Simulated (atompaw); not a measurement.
Cutoff test, Cd, PAW (atompaw)

- Element: cadmium
- Generator: atompaw 4.2.0.5
- Type: PAW
- Functional: PBE
- Relativity: scalar-relativistic
- Frozen core: [Ar] 3d10 4s2
- Valence charge: 18
- Reference configuration: 4p6 4d10 5s1 5p0 (charge +1)
- Partial waves: 5s (bound): rc 2.20 bohr; 5s channel at 1.9 Ry: rc 2.20 bohr; 4p (bound): rc 1.75 bohr; 5p (bound, empty): rc 2.20 bohr; 4d (bound): rc 2.20 bohr; 4d channel at 0.35 Ry: rc 2.20 bohr
- Local potential: bessel scheme, radius 1.65 bohr
- Core correction: smooth core density matched at 1.25 bohr
- Augmentation charge: besselshape compensation charge, radius 1.90 bohr; PAW radius 2.20 bohr; waves and projectors: custom polynom2 7 10 vanderbiltortho

The pseudo-atom Hamiltonian at the reference potential is diagonalised in spherical Bessel functions j_l(qr) that vanish at 20 bohr, with q² up to the cutoff. All-electron valence levels (Ry): 5s -0.9598, 4p -5.5727, 5p -0.5420, 4d -1.5075.

Q: How do the lowest levels (Ry) of each channel move with the cutoff, and are there ghosts?

A:

| cutoff (Ry) | s #1 | s #2 | p #1 | p #2 | d #1 | d #2 | f #1 | f #2 | Σ f·Δε (mRy) |
| --- | --- | --- | --- | --- | --- | --- | --- | --- | --- |
| 8 | -0.9587 | -0.2482 | -3.8635 | -0.5315 | -1.0828 | -0.1647 | -0.0531 | 0.0430 | 14503.0 |
| 12 | -3.7950 | -0.9590 | -5.3083 | -0.5416 | -1.4613 | -0.1736 | -0.0531 | 0.0430 | 2048.2 |
| 18 | -9.8871 | -0.9597 | -5.5590 | -0.5420 | -1.5067 | -0.1745 | -0.0531 | 0.0430 | 89.8 |
| 25 | -10.0981 | -0.9598 | -5.5724 | -0.5420 | -1.5073 | -0.1745 | -0.0531 | 0.0430 | 4.1 |
| 35 | -10.1729 | -0.9598 | -5.5725 | -0.5420 | -1.5073 | -0.1745 | -0.0531 | 0.0430 | 3.0 |
| 40 | -10.1851 | -0.9598 | -5.5725 | -0.5420 | -1.5073 | -0.1745 | -0.0531 | 0.0430 | 3.0 |
| 50 | -10.1880 | -0.9598 | -5.5725 | -0.5420 | -1.5073 | -0.1745 | -0.0531 | 0.0430 | 2.5 |
| 60 | -10.1928 | -0.9598 | -5.5725 | -0.5420 | -1.5074 | -0.1745 | -0.0531 | 0.0430 | 1.7 |
| 80 | -10.1936 | -0.9598 | -5.5726 | -0.5420 | -1.5074 | -0.1745 | -0.0531 | 0.0430 | 1.4 |
| 100 | -10.1944 | -0.9598 | -5.5726 | -0.5420 | -1.5074 | -0.1745 | -0.0531 | 0.0430 | 1.0 |
| 120 | -10.1945 | -0.9598 | -5.5726 | -0.5420 | -1.5075 | -0.1745 | -0.0531 | 0.0430 | 0.5 |
| 400 | -10.1947 | -0.9598 | -5.5727 | -0.5420 | -1.5075 | -0.1745 | -0.0531 | 0.0430 | 0.0 |

Result: ghost state, extra bound levels that the all-electron valence spectrum of the same l lacks: s at -138.7 eV (a true bound ghost makes a file unfit for plane-wave use); 10 mRy is reached at 25 Ry and 1 mRy at 100 Ry.
